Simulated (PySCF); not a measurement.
C3H5BN2O.

```xyz
12

C     -1.5889    -0.6967     0.0000
B     -0.1144    -1.2028     0.0000
O      0.1387    -2.5308     0.0000
C      1.1658    -0.2352     0.0000
N      1.2158     1.0471     0.0000
C      0.1513     1.8410     0.0000
N     -0.6827     2.6548     0.0000
H     -1.7894    -0.0542     0.8738
H     -2.3023    -1.5325     0.0000
H     -1.7894    -0.0542    -0.8738
H      1.0746    -2.7616     0.0000
H      2.1681    -0.7049     0.0000
```

Coordinates come from a PBE0-D3(BJ)/def2-SVP optimisation. The structure was generated by enumeration; whether it is a known compound was not checked. One conformer was computed; it need not be the lowest.

All values below come from PBE/pcSseg-1 (PySCF). Non-relativistic, no solvent.

Computed absolute GIAO shielding of each atom: isotropic value and principal components (ppm):
| atom | σ(iso) | σ11 | σ22 | σ33 | span |
|---|---|---|---|---|---|
| C1 | 175.7 | 161.6 | 181.5 | 184.1 | 22.5 |
| B2 | 58.1 | 9.4 | 72.2 | 92.7 | 83.3 |
| O3 | 134.2 | -20.4 | 147.1 | 275.8 | 296.3 |
| C4 | -30.0 | -185.1 | -17.4 | 112.5 | 297.6 |
| N5 | -148.1 | -569.6 | -82.1 | 207.5 | 777.1 |
| C6 | 57.6 | -52.6 | -45.1 | 270.4 | 323.0 |
| N7 | -104.5 | -195.4 | -90.8 | -27.4 | 168.1 |
| H8 | 30.2 | 26.1 | 29.2 | 35.3 | 9.2 |
| H9 | 30.4 | 26.4 | 28.8 | 36.0 | 9.6 |
| H10 | 30.2 | 26.1 | 29.2 | 35.3 | 9.2 |
| H11 | 25.3 | 21.8 | 22.2 | 32.0 | 10.3 |
| H12 | 22.5 | 17.3 | 22.9 | 27.3 | 10.0 |
